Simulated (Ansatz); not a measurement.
Process, species as SMILES: C=[SiH2] (CH2-SiH2) → [CH]=[SiH2] (CH-SiH2) + H atom
B3LYP-D3(BJ)/def2-TZVP geometries, fixed; electronic energies without zero-point terms.

Basis-set convergence of the bond dissociation energy at MP2 with Ansatz (an electronic-structure program). Cartesian d functions, on some or all atoms, in 6-31+G*, 6-311G**, 6-311+G**; all else is spherical. Cores are frozen. The T1 diagnostic of CCSD is high for at least one species. A restricted Hartree-Fock determinant is unstable towards unrestricted orbitals. An unrestricted Hartree-Fock determinant is markedly spin-contaminated. Open shells are unrestricted. No added dispersion term, no relativity. Functions are those of the species that has most. Reference: Hartree-Fock in aug-cc-pV(Q+d)Z plus the correlation part extrapolated as X^-3 from aug-cc-pV(T+d)Z and aug-cc-pV(Q+d)Z, 124.22 kcal/mol, itself unsure by roughly 0.31 kcal/mol (a third of the extrapolation step and of the last Hartree-Fock step). Deviations are taken from unrounded values.

```
basis              functions  bond dissociation energy (kcal/mol)  minus reference (kcal/mol)
-----------------  ---------  -----------------------------------  --------------------------
6-31+G*                   50                               114.18                      -10.05
cc-pV(D+d)Z               57                               117.27                       -6.96
6-311G**                  69                               119.16                       -5.07
def2-SVPD                 76                               119.98                       -4.24
6-311+G**                 77                               119.26                       -4.97
aug-cc-pV(D+d)Z           91                               118.55                       -5.67
6-311++G(2d,2p)          102                               120.61                       -3.61
def2-TZVPPD              153                               121.96                       -2.26
6-311++G(3df,3pd)        158                               122.00                       -2.22
cc-pV(Q+d)Z              239                               123.11                       -1.11
def2-QZVPP               247                               123.13                       -1.09
pcseg-3                  256                               123.33                       -0.89
def2-QZVPPD              271                               123.17                       -1.06
```
